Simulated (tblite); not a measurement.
H2O2Zn (SMILES [OH][Zn][OH]), singlet, geometry from GFN2-xTB (such geometries of metal compounds can be far from the true shape); GFN1-xTB run with tblite.

tblite was given this input:
```
$ tblite run mol.xyz --method gfn1 --charge 0 --spin 0 --spin-polarized --json tblite.json --no-restart

# file mol.xyz
5

Zn    -0.00043581     0.16948187     0.03107190
O      1.25323209    -0.15772531    -1.08183775
H      1.82660149     0.51561231    -1.44172741
O     -1.25144443    -0.53747576     0.95438330
H     -1.82782845    -0.03845981     1.52920600
```

The log (banner, timings and long lists left out):

```
xTB calculator
 | screened Coulomb repulsion
 | Coulomb electrostatics
 |  * isotropic Klopman-Ohno-Mataga-Nishimoto electrostatics
 |  * onsite third-order electrostatics
 | DFT-D3(BJ) dispersion correction
 | Interactions (1)
 | [1] spin polarization

halogen bonding energy    0.0000000000000E+00 Eh
repulsion energy          5.4294140177067E-02 Eh
dispersion energy        -7.6022652874708E-04 Eh
interaction energy        0.0000000000000E+00 Eh
number of electrons       1.6000000000000E+01 e
integral cutoff           3.9672993110968E+01 bohr

------------------------------------------------------------
  cycle        total energy    energy error   density error
------------------------------------------------------------
      1     -10.84868531534  -1.0902219E+01   6.5888504E-01
      2     -11.22910897759  -3.8042366E-01   2.5881115E-01
      3     -11.22801084269   1.0981349E-03   1.0331141E-01
      4     -11.16578419247   6.2226650E-02   1.6741815E-01
      5     -11.22763657554  -6.1852383E-02   7.2368897E-02
      6     -11.24138257331  -1.3745998E-02   2.4182288E-02
      7     -11.24309131258  -1.7087393E-03   7.1971077E-04
      8     -11.24308981848   1.4940935E-06   1.0109052E-03
      9     -11.24309278971  -2.9712275E-06   6.5023921E-05
     10     -11.24309280197  -1.2263692E-08   5.6250170E-07
------------------------------------------------------------

electronic energy        -1.1296626715621E+01 Eh
total energy             -1.1243092801973E+01 Eh

Post processing:
 | Mayer-Wiberg bond orders

[Info] JSON dump of results written to 'tblite.json'
```
